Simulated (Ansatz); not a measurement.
`COC#C[SiH3]` and `COC#CO[SiH3]` differ in one atom or group.

Ansatz, PBE0-D4/def2-TZVP geometries, multiplicity 1. 

```
                                        property  `COC#C[SiH3]`
               LUMO energy (PBE/def2-TZVPP) / eV          -0.61
size of the dipole moment (B3LYP/def2-TZVPP) / D           2.76
               HOMO energy (PBE/def2-TZVPP) / eV          -5.89
              LUMO energy (PBE0/def2-TZVPP) / eV           0.35
              HOMO energy (PBE0/def2-TZVPP) / eV          -7.11
  size of the dipole moment (PBE/def2-TZVPP) / D           2.80
```

Give the same properties after the change, and the shifts. (An estimate is asked.)

Computed: 
```csv
property,`COC#CO[SiH3]`,shift
LUMO energy (PBE/def2-TZVPP) / eV,-1.03,-0.42
size of the dipole moment (B3LYP/def2-TZVPP) / D,0.49,-2.27
HOMO energy (PBE/def2-TZVPP) / eV,-5.00,0.89
LUMO energy (PBE0/def2-TZVPP) / eV,-0.14,-0.49
HOMO energy (PBE0/def2-TZVPP) / eV,-6.28,0.83
size of the dipole moment (PBE/def2-TZVPP) / D,0.49,-2.31
```

With PBE0 the HOMO rises by 0.83 eV and the LUMO falls by 0.49 eV, so the gap narrows by about 1.32 eV. PBE moves the HOMO by 0.89 eV and ωB97M-V by 0.79 eV. Dipoles are sizes alone; their direction can turn.

B3LYP here is the variant with VWN-RPA as its local correlation; programs differ in this.
